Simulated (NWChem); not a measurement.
Program: NWChem. System: phosphorus nitride (NP), charge 0, spin multiplicity 1, at a geometry optimised with PBE0/def2-SVP. Level: CCSD(T)/6-311G** (spherical d), 6 core orbitals frozen.

The NWChem input:

```
start mol
memory heap 100 mb stack 700 mb global 1900 mb
geometry units angstroms nocenter noautoz
  N      0.000000     0.000000     1.014929
  P      0.000000     0.000000    -0.473634
  symmetry group C2v
end
basis spherical
  * library 6-311g**
end
scf
  rhf
  nopen 0
  maxiter 100
  thresh 1e-7
  semidirect memsize 60000000 filesize 0
end
ccsd
  freeze core 6
  maxiter 60
end
task ccsd(t) energy
```

NWChem printed:

```
             Northwest Computational Chemistry Package (NWChem) 7.3.0
             --------------------------------------------------------

                                NWChem Input Module
                                -------------------

 Scaling coordinates for geometry "geometry" by  1.889725989
 (inverse scale =  0.529177249)

 Turning off AUTOSYM since
 SYMMETRY directive was detected!

                             Geometry "geometry" -> ""
                             -------------------------

 Output coordinates in angstroms (scale by  1.889725989 to convert to a.u.)

  No.       Tag          Charge          X              Y              Z
 ---- ---------------- ---------- -------------- -------------- --------------
    1 N                    7.0000     0.00000000     0.00000000     1.01492900
    2 P                   15.0000     0.00000000     0.00000000    -0.47363400

 Effective nuclear repulsion energy (a.u.)      37.3270134653

            Nuclear Dipole moment (a.u.)
            ----------------------------
        X                 Y               Z
 ---------------- ---------------- ----------------
     0.0000000000     0.0000000000    -0.0000132281

      Symmetry information
      --------------------

 Group name             C2v
 Group number             16
 Group order               4
 No. of unique centers     2

      Symmetry unique atoms

     1    2


 Summary of "ao basis" -> "" (spherical)
 ------------------------------------------------------------------------------
       Tag                 Description            Shells   Functions and Types
 ---------------- ------------------------------  ------  ---------------------
 *                          6-311g**                  on all atoms

 Summary of "ao basis" -> "ao basis" (spherical)
 ------------------------------------------------------------------------------
       Tag                 Description            Shells   Functions and Types
 ---------------- ------------------------------  ------  ---------------------
 N                          6-311g**                 8       18   4s3p1d
 P                          6-311g**                12       26   6s5p1d

                                 NWChem SCF Module
                                 -----------------

  ao basis        = "ao basis"
  functions       =    44
  atoms           =     2
  closed shells   =    11
  open shells     =     0
  charge          =   0.00
  wavefunction    = RHF
  use symmetry    = T
  symmetry adapt  = T

 Summary of "ao basis" -> "ao basis" (spherical)
 ------------------------------------------------------------------------------
       Tag                 Description            Shells   Functions and Types
 ---------------- ------------------------------  ------  ---------------------
 N                          6-311g**                 8       18   4s3p1d
 P                          6-311g**                12       26   6s5p1d

      Symmetry analysis of basis
      --------------------------

        a1         22
        a2          2
        b1         10
        b2         10

 Forming initial guess at       0.1s

      Superposition of Atomic Density Guess
      -------------------------------------

 Sum of atomic energies:        -394.95568611

      Non-variational initial energy
      ------------------------------

 Total energy =    -395.151291
 1-e energy   =    -619.061652
 2-e energy   =     186.583348
 HOMO         =      -0.350566
 LUMO         =      -0.059926
[...]
 Reference energy:            -395.155864962963392
 CCSD corr. energy:             -0.299878382504224
 Total CCSD energy:           -395.455743345467624

 --------------------------------
 Spin Component Scaled (SCS) CCSD
 --------------------------------
 Same spin contribution:                 -0.061811306309933
 Same spin scaling factor:                1.130000000000000
 Opposite spin contribution:             -0.238067076194291
 Opposite spin scaling fact.:             1.270000000000000
 SCS-CCSD correlation energy:            -0.372191962896973
 Total SCS-CCSD energy:                -395.528056925860369
 memory            104852676

*********triples calculation*********

nkpass=    1; nvpass=    1; memdrv=          35277; memtrn=         577493; memavail=      104852492
 memory available/node                      104852492
 total number of virtual orbitals        33
 number of virtuals per integral pass    33
 number of integral evaluations           1
 number of occupied per triples pass      5
 number of triples passes                 1

 commencing integral evaluation        1 at           7.84
  symmetry use  T
task         2 out of       210 done   0%  at       0.0 secs
task        11 out of       210 done   5%  at       0.1 secs
task        21 out of       210 done  10%  at       0.1 secs
task        32 out of       210 done  15%  at       0.2 secs
task        42 out of       210 done  20%  at       0.2 secs
task        53 out of       210 done  25%  at       0.3 secs
task        63 out of       210 done  30%  at       0.3 secs
task        74 out of       210 done  35%  at       0.3 secs
task        84 out of       210 done  40%  at       0.4 secs
task        95 out of       210 done  45%  at       0.4 secs
task       105 out of       210 done  50%  at       0.4 secs
task       116 out of       210 done  55%  at       0.5 secs
task       126 out of       210 done  60%  at       0.5 secs
task       137 out of       210 done  65%  at       0.5 secs
task       147 out of       210 done  70%  at       0.5 secs
task       158 out of       210 done  75%  at       0.6 secs
task       168 out of       210 done  80%  at       0.6 secs
task       179 out of       210 done  85%  at       0.6 secs
task       189 out of       210 done  90%  at       0.6 secs
task       200 out of       210 done  95%  at       0.6 secs
task       210 out of       210 done 100%  at       0.6 secs
 commencing triples evaluation - blocking       1
 ccsd(t): done        1 out of       33 progress:    3.0%
 ccsd(t): done        2 out of       33 progress:    6.1%
 ccsd(t): done        3 out of       33 progress:    9.1%
 ccsd(t): done        4 out of       33 progress:   12.1%
 ccsd(t): done        5 out of       33 progress:   15.2%
 ccsd(t): done        6 out of       33 progress:   18.2%
 ccsd(t): done        7 out of       33 progress:   21.2%
 ccsd(t): done        8 out of       33 progress:   24.2%
 ccsd(t): done        9 out of       33 progress:   27.3%
 ccsd(t): done       10 out of       33 progress:   30.3%
 ccsd(t): done       11 out of       33 progress:   33.3%
 ccsd(t): done       12 out of       33 progress:   36.4%
 ccsd(t): done       13 out of       33 progress:   39.4%
 ccsd(t): done       14 out of       33 progress:   42.4%
 ccsd(t): done       15 out of       33 progress:   45.5%
 ccsd(t): done       16 out of       33 progress:   48.5%
 ccsd(t): done       17 out of       33 progress:   51.5%
 ccsd(t): done       18 out of       33 progress:   54.5%
 ccsd(t): done       19 out of       33 progress:   57.6%
 ccsd(t): done       20 out of       33 progress:   60.6%
 ccsd(t): done       21 out of       33 progress:   63.6%
 ccsd(t): done       22 out of       33 progress:   66.7%
 ccsd(t): done       23 out of       33 progress:   69.7%
 ccsd(t): done       24 out of       33 progress:   72.7%
 ccsd(t): done       25 out of       33 progress:   75.8%
 ccsd(t): done       26 out of       33 progress:   78.8%
 ccsd(t): done       27 out of       33 progress:   81.8%
 ccsd(t): done       28 out of       33 progress:   84.8%
 ccsd(t): done       29 out of       33 progress:   87.9%
 ccsd(t): done       30 out of       33 progress:   90.9%
 ccsd(t): done       31 out of       33 progress:   93.9%
 ccsd(t): done       32 out of       33 progress:   97.0%
 ccsd(t): done       33 out of       33 progress:  100.0%
 Time for integral evaluation pass     1        0.66
 Time for triples evaluation pass      1        0.13

 pseudo-e(mp4)  -0.18411176630099E-01
 pseudo-e(mp5)   0.13216274143405E-02
        e(t)    -0.17089549215758E-01

 --------------
 CCSD(T) Energy
 --------------
 Reference energy:                    -395.155864962963392

 CCSD corr. energy:                     -0.299878382504224
 T(CCSD) corr. energy:                  -0.018411176630099
 Total CCSD+T(CCSD) energy:           -395.474154522097706

 CCSD corr. energy:                     -0.299878382504224
 (T) corr. energy:                      -0.017089549215758
 Total CCSD(T) energy:                -395.472832894683393

 routine      calls  cpu(0)   cpu-min  cpu-ave  cpu-max   i/o
 aoccsd          1     0.00     0.00     0.00     0.00    0.00
 iterdrv         1     0.00     0.00     0.00     0.00    0.00
 pampt          12     0.02     0.02     0.02     0.02    0.00
 t2pm           12     0.04     0.04     0.04     0.04    0.00
 sxy            12     0.11     0.11     0.11     0.11    0.00
 ints       527520     6.25     6.25     6.25     6.25    0.00
 t2eri        2520     0.52     0.52     0.52     0.52    0.00
 idx2         2520     0.14     0.14     0.14     0.14    0.00
 idx34          12     0.01     0.01     0.01     0.01    0.00
 ht2pm          12     0.05     0.05     0.05     0.05    0.00
 itm            12     0.11     0.11     0.11     0.11    0.00
 pdiis          12     0.01     0.01     0.01     0.01    0.00
 triples         1     0.00     0.00     0.00     0.00    0.00
 rdtrpo          1     0.00     0.00     0.00     0.00    0.00
 trpmos          1     0.66     0.66     0.66     0.66    0.00
 trpdrv          1     0.02     0.02     0.02     0.02    0.00
 dovvv        4950     0.04     0.04     0.04     0.04    0.00
 doooo        4950     0.01     0.01     0.01     0.01    0.00
 tengy        4125     0.04     0.04     0.04     0.04    0.00
 Total                 8.04     8.04     8.04     8.04    0.00

 Task  times  cpu:        8.9s     wall:        8.9s

 Total times  cpu:        8.9s     wall:        8.9s
```
